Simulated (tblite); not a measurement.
Species: C₄H₉F₃Si₂.
Geometry (GFN2-xTB, Å), atoms numbered from 1 in this order:
```
atom  x, y, z in Å
C1     2.825   -0.011    0.413
Si2    1.637   -0.265   -1.046
C3     0.023    0.650   -0.646
C4    -1.062    0.190   -0.027
Si5   -2.651    1.161    0.321
C6    -1.103   -1.227    0.426
F7    -0.012   -1.616    1.116
F8    -1.226   -2.102   -0.593
F9    -2.149   -1.473    1.239
H10    2.468   -0.522    1.303
H11    3.809   -0.405    0.176
H12    2.940    1.042    0.656
H13    2.153    0.393   -2.256
H14    1.405   -1.683   -1.317
H15   -0.020    1.686   -0.959
H16   -2.817    1.284    1.768
H17   -3.774    0.441   -0.277
H18   -2.453    2.466   -0.308
```

All values are computed: GFN2-xTB (tblite) harmonic vibrations without scaling, gas phase. Errors from tens to a few hundred cm⁻¹ against measured bands are possible. Modes of hydrogen on silicon can be 10 to 20 % off. One conformer, not necessarily the lowest.

Harmonic wavenumbers (cm⁻¹): 38.2, 58.4, 81.8, 118.3, 124.0, 132.5, 161.3, 166.5, 250.1, 281.4, 353.6, 422.8, 435.4, 481.2, 497.8, 504.1, 550.5, 589.8, 619.9, 677.6, 696.4, 736.5, 761.7, 770.2, 771.8, 787.3, 798.5, 831.1, 833.6, 848.0, 933.8, 1028.6, 1049.1, 1162.6, 1291.1, 1365.1, 1477.3, 1481.3, 1654.7, 2209.7, 2282.8, 2284.5, 2287.5, 2291.6, 3030.5, 3032.7, 3045.6, 3046.4.

A = 1610, B = 784.8, C = 639.5 MHz; mass 170.019 u (most abundant isotopes); point group C1, symmetry number 1.

Q: What is the zero-point energy?

A: Half the sum of the wavenumbers: 24668 cm⁻¹ = 295.09 kJ/mol.

Q: Entropy at 350 K, 1 bar (ideal gas, RRHO, classical rotation)?

A: Translation 176.24, rotation 129.05, vibration 197.35: S = 502.6 J/(mol K).

Q: And Cp and H(350 K) − H(0)?

A: Cp = 222.02 J/(mol K), of which vibrations give 188.77 (their classical limit is 48 R = 399.1); H(350 K) − H(0) = 46.92 kJ/mol without the zero-point energy, 35.28 from vibrations.

Q: Which modes carry the vibrational entropy at 350 K?

A: 38.2 cm⁻¹: 23.72; 58.4 cm⁻¹: 20.20; 81.8 cm⁻¹: 17.42; 118.3 cm⁻¹: 14.39; 124.0 cm⁻¹: 14.01; 132.5 cm⁻¹: 13.47 J/(mol K); the other 42 give 94.15 together.

Q: What must be added to the electronic energy to get the Gibbs energy at 350 K and 1 bar?

A: ZPE + [H(350 K) − H(0)] − T·S = 295.09 + 46.92 − 175.92 = 166.09 kJ/mol.

Q: How do the functions run with temperature in this model?

A: 
```tsv
T (K)	S (J/(mol K))	Cp (J/(mol K))	H − H(0) (kJ/mol)	G − H(0) (kJ/mol)	ln q(vib)
50	260.5	66.0	2.32	-10.70	0.82
100	316.3	96.4	6.43	-25.20	2.60
298.15	468.8	199.9	35.97	-103.81	9.80
373.15	517.1	230.9	52.16	-140.81	12.41
500	590.6	270.7	84.12	-211.17	16.65
750	710.9	321.8	158.74	-374.44	24.28
1000	808.2	353.6	243.46	-564.72	31.00
```

q(vib) and H(0) count from the zero-point level.

Hindered rotation and anharmonicity are outside this model. Other conformers, if any are populated, would add a mixing term that is left out. The structure is chiral; the term R ln 2 for an equal mix with its mirror image is left out.
